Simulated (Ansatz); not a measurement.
Coupled-cluster diagnostics for Si7H7⁻, Ansatz.

Geometry of the singlet (r2SCAN-D4/def2-SVPD):

```xyz
14

Si   -3.063   -0.029    0.752
Si    2.460   -0.148    0.712
Si   -1.106    1.361    0.450
Si    2.111    0.161   -1.409
Si    0.296   -0.177    1.580
Si   -0.238    0.163   -1.398
Si   -1.156   -1.383    0.149
H    -3.557    0.133   -0.702
H    -0.888    0.327   -2.744
H     3.764   -0.221    1.447
H     0.210   -0.340    3.074
H     3.157    0.176   -2.487
H    -1.048   -2.880   -0.030
H    -0.943    2.856    0.606
```

Correlated methods freeze 35 core orbitals. The structure comes from a short search, and lower isomers may exist.

(1) Estimate the CCSD(T) correlation energy, the shares of MP2 and (T), T1 and the reference's ⟨S²⟩ for: charge -1, singlet, own geometry in def2-SVPD; and the rough time on 4 threads of Intel Xeon on a shared host.

Answers

(1) 
```csv
state,basis,correlation (eV),MP2 share (%),(T) share (%),T1,⟨S²⟩ (pure),wall time,remarks
"charge -1, singlet, own geometry",def2-SVPD,-23.334,84.6,5.6,0.021,0.00 (0.00),2.5 min,"large T1, restricted SCF unstable"
```
Customary marks for T1 are 0.02 (closed shells), 0.045 (open shells) and about 0.05 (3d metals). T1 exceeds 0.02 in 1 of 1 rows and 0.045 in 0; the higher it lies, the less the single-reference result can be trusted.
